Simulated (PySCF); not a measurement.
Al(F)2(Et) (C2H5AlF2), SMILES C[CH2][Al]([F])[F]. Atoms are numbered in the order given.

```xyz
10

Al    -0.0221    -0.5687     0.0000
F      1.6267    -0.7767     0.0000
F     -0.9317    -1.9592     0.0000
C     -0.8346     1.1942     0.0000
C      0.1422     2.3806     0.0000
H     -1.5103     1.2413     0.8742
H     -1.5103     1.2413    -0.8742
H      0.7990     2.3691    -0.8845
H      0.7990     2.3691     0.8845
H     -0.3908     3.3459     0.0000
```
Charge 0, spin multiplicity 1.

Geometry optimised at B3LYP-D3(BJ)/def2-SVP. The structure was generated by enumeration; whether it is a known compound was not checked. One conformer was computed; it need not be the lowest.

Two levels are set side by side: PBE/pcSseg-1 (PySCF) and B3LYP/pcSseg-1 (PySCF). GIAO shifts against CFCl3 (¹⁹F), TMS (¹H), TMS (¹³C) at the same level; non-relativistic, no solvent, atoms listed together averaged. Differences are taken from unrounded values.

| quantity | B3LYP |
|---|---|
| δ(¹³C) of C4 (ppm) | -1.0 |
| δ(¹³C) of C5 (ppm) | 13.0 |
| δ(¹H) of H6, H7 (ppm) | 0.78 |

Problem. What does PBE give, and how far is it from B3LYP? (An estimate is asked for; the answer gives what the named calculation found.)

Solution. 
```
quantity                PBE  PBE minus B3LYP
---------------------  ----  ---------------
δ(¹³C) of C4 (ppm)      0.0              1.0
δ(¹³C) of C5 (ppm)     12.8             -0.2
δ(¹H) of H6, H7 (ppm)  0.86             0.07
```

Rough cost on one machine, each run with all the roots and properties that it gave: B3LYP against PBE within a factor of 2.
